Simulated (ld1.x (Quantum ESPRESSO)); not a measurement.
**Si (Z = 14), TM: configuration errors across variants**

ld1.x (Quantum ESPRESSO) 7.5 input, shortened:

```
&input
   title='Si', zed=14., rel=1, dft='PBESOL', iswitch=3,
   config='[Ne] 3s2 3p2 3d-2'
 /
 &inputp
   pseudotype=2, tm=.true., lloc=0,
   nlcc=.true., new_core_ps=.true., rcore=1.20
 /
3
3P  2  1   2.00   0.00  1.50  1.50  0.0
3D  3  2  -2.00   0.15  1.45  1.45  0.0
3S  1  0   2.00   0.00  1.25  1.25  0.0
 &test
   configts(1)='3s2 3p2'
 /
```

All-electron excitation energies from the reference (eV): (1) 3s2 3p1 7.713; (2) 3s2 3p0 23.676; (3) 3s1 3p0 57.575; (4) 3s2 3p1.5 2.909; (5) 3s1 3p2 15.122; (6) 3s2 3p2.3 -0.923; (7) 3s0 3p4 13.736.

3 further variants failed, have other tests or another functional or relativity, and are left out.

Errors AE − PS in meV (a dash: test not solved or not reliable):

```tsv
change	(1)	(2)	(3)	(4)	(5)	(6)	(7)	bound ghosts
base	+4.0	+22	+62	+0.7	+9.7	+0.2	-2.3	none
wave 3s (bound): rc 1.25 bohr becomes 3s (bound): rc 1.72 bohr	+2.6	+13	+39	+0.5	+7.5	+0.1	+5.3	none
core correction Bessel-smoothed model core inside 0.52 bohr	+4.0	+22	+59	+0.7	+9.2	+0.2	-4.4	none
wave 3p (bound): rc 1.50 bohr becomes 3p (bound): rc 1.06 bohr	+5.1	+13	+33	+1.1	+16	+0.2	+4.7	none
wave 3d channel at 0.15 Ry: rc 1.45 bohr becomes 3d channel at 0.02 Ry: rc 1.45 bohr	+4.0	+22	+62	+0.7	+9.7	+0.2	-2.3	none
wave 3d channel at 0.15 Ry: rc 1.45 bohr becomes 3d channel at 0.15 Ry: rc 1.22 bohr	+4.0	+22	+62	+0.7	+9.7	+0.2	-2.3	none
local potential the d channel	+8.2	+68	+293	+1.3	+19	+0.2	-3.7	none
all radii but the core radius scaled by about 1.19 (s 1.48, p 1.78, d 1.72 bohr)	+2.8	+18	+54	+0.4	+4.8	+0.1	-6.4	none
```

Question: Give the same row for: wave 3p (bound): rc 1.50 bohr becomes 3p (bound): rc 1.60 bohr.

Answer: +3.9, +23, +66, +0.7, +8.7, +0.2, -6.1; bound ghosts: none.
